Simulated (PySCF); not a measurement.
H2RuO, quintet: structure and spectrum

Computed with UPBE0/[Ru def2-TZVP with ECP28, O def2-TZVP, H def2-TZVP], scalar-relativistic core potentials, density fitting, no spin–orbit coupling, PySCF.

The structure is a minimum.

Z-matrix (Å, degrees; charge 0 multiplicity 5):
```
Ru
O  1 1.7078
H  1 1.9847 2 168.61
H  3 0.7840 1 78.61 2 180.00
```

```json
{
 "Point group": "C2v",
 "Bond lengths": "H–H 0.784 Å, Ru–H 1.985 Å (×2), Ru–O 1.708 Å",
 "Bond angles": "H–H–Ru 78.6° (×2), H–Ru–H 22.8°, H–Ru–O 168.6° (×2)",
 "Atomisation energy without zero-point energy": "929 kJ/mol",
 "Principal polarisabilities": "36.2, 38.5, 56.3 bohr³",
 "Lowest empty level (β)": "-2.62 eV",
 "Spin squared ⟨S²⟩": "6.009",
 "Zero-point energy": "41.9 kJ/mol",
 "Entropy at 298.15 K and 1 bar (electronic part: spin only)": "272.6 J/(mol K)",
 "Enthalpy at 298.15 K above 0 K": "13.33 kJ/mol",
 "Dipole moment": "4.57 D",
 "Principal quadrupole moments (Buckingham, traceless) about the centre of mass": "-1.13, 0.28, 0.85 D Å",
 "Rotational constants": "54.43, 0.3391, 0.337 cm⁻¹",
 "Rotational symmetry number": "2",
 "Highest occupied level (α)": "-6.31 eV",
 "Heat capacity Cp at 298.15 K": "54.9 J/(mol K)"
}
```

Harmonic modes (masses in u: Ru 101.904, O 15.995, H 1.008):
```
ω (cm⁻¹)  IR (km/mol)
     152          0.5
     253          2.1
     710         19.9
     909          113
    1184         23.5
    3800         78.2
```

Charges (e):
```csv
atom,Mulliken,Löwdin,polar tensor,spin (Mulliken),Mayer order to Ru1
Ru1,0.43,0.15,0.46,3.13,–
O2,-0.58,-0.34,-0.66,0.86,1.91
"H3,4",0.07,0.10,0.10,0.00,0.21
```
Other Mayer orders above 0.3: H–H 0.74.

Mulliken populations on Ru1 (electrons outside its core potential): s 2.61, p 6.19, d 6.75, f 0.01.

The spin densities have lower symmetry than the nuclear frame, so modes carry no symmetry labels. This need not be the most stable arrangement of these atoms. Other spin states or occupations of the open shell can lie lower. At this level a triplet minimum of Cs symmetry lies 84 kJ/mol below this structure.

The final relaxation and frequency run took 59 s on 2 threads of a shared INTEL XEON PLATINUM 8581C @ 2.10GHz (Emerald Rapids) host, with 83 basis functions and 13 gradients; the process peaked at 0.97 GiB.
